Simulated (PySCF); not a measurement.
Whose spectrum? (substituted PAH)

All values: TDA PBE0/def2-SVP, gas phase, PySCF SCF with an in-house response code, fitting set def2-universal-JFIT up to Ne and JKFIT beyond, grid level 1 (kernel 0), vertical, one conformer each, geometries GFN2-xTB; core orbitals frozen in the response, virtual orbitals above 1.5 Eh left out. The lowest 6 singlets were sought, and the brightest is taken among them. The runs took 0.5 to 4 CPU minutes each on shared server CPUs.

Spin-orbit coupling is left out, which matters for the heavier atoms here.

One system has its HOMO at -6.17 eV, its LUMO at -1.19 eV and these singlet states:

| state | eV | f |
| --- | --- | --- |
| S1 | 4.07 | 0.002 |
| S2 | 4.41 | 0.070 |
| S3 | 5.00 | 0.274 |
| S4 | 5.18 | 0.437 |
| S5 | 5.27 | 0.083 |
| S6 | 5.30 | 0.056 |

Q: Which is it?
A. [CH3][Sn]([CH3])([CH3])[c]1cccc2ccc3ccccc3c12 (C17H18Sn)
B. Clc1ccc2c(ccc3ccccc32)c1 (C14H9Cl)
C. C[Si](C)(C)C#Cc1cccc2c1ccc1ccccc12 (C19H18Si)
D. CC1(C)OB(c2ccc3c(ccc4cc(B5OC(C)(C)C(C)(C)O5)ccc43)c2)OC1(C)C (C26H32B2O4)

A: A.

Q: How do the candidates compare?

A: 
| system | HOMO / eV | LUMO / eV | S1 / eV | f(S1) | brightest state sought / eV |
| --- | --- | --- | --- | --- | --- |
| CC1(C)OB(c2ccc3c(ccc4cc(B5OC(C)(C)C(C)(C)O5)ccc43)c2)OC1(C)C | -6.04 | -1.32 | 3.88 | 0.021 | 5.18 |
| C[Si](C)(C)C#Cc1cccc2c1ccc1ccccc12 | -6.16 | -1.50 | 3.97 | 0.031 | 5.03 |
| Clc1ccc2c(ccc3ccccc32)c1 | -6.47 | -1.35 | 4.11 | 0.000 | 5.24 |
| [CH3][Sn]([CH3])([CH3])[c]1cccc2ccc3ccccc3c12 | -6.17 | -1.19 | 4.07 | 0.002 | 5.18 |
